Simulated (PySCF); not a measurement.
**Working out the excitation energy of Al**

Al [Ne] 3s2 3p1 (2P) → Al [Ne] 3s2 4s1 (2S). Computed with PySCF 2.14 in aug-cc-pVDZ-DK (5s4p2d, 27 functions), with scalar relativity by spin-free X2C-1e. Frozen: [Ne]. Energies in hartree (1 hartree = 27.21139 eV):

```csv
part,Al (lower),Al (upper)
UHF,-242.309082,-242.196364
MP2 opposite-spin,-0.028748,-0.028583
MP2 same-spin,-0.002230,-0.002135
```

What does Hartree-Fock give?

(-242.196364) − (-242.309082) = 0.112718 hartree = 3.067 eV.

What do MP2 and SCS-MP2 (6/5 opposite-spin, 1/3 same-spin) give?

The opposite-spin parts differ by 0.004 eV and the same-spin parts by 0.003 eV. MP2: 3.067 + (0.004) + (0.003) = 3.074 eV. SCS-MP2: 3.067 + 1.2 × (0.004) + (0.003)/3 = 3.073 eV.

Measured between the centres of the two terms (NIST): 3.133 eV, so MP2 (valence) is off by -0.059 eV.

A double-zeta basis recovers only part of the correlation energy.

What remains against the reference includes basis incompleteness, the frozen core and correlation beyond second order.
